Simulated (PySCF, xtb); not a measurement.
CH8F2Si3, SMILES FC[SiH2][Si@@H](F)[SiH3].

GFN2-xTB (xtb) at its own geometry gives an orbital gap of 3.72 eV and a dipole moment of 0.96 D.

The structure is a stationary point at PBE0-D3(BJ)/def2-SVP. The structure was generated by enumeration; whether it is a known compound was not checked. One conformer was computed; it need not be the lowest.

What does PySCF with M06-2X/def2-TZVP give? (An estimate is asked for; the answer gives what the named calculation found.)

gap 8.69 eV (levels -8.79 and -0.09 eV), dipole 2.17 D.
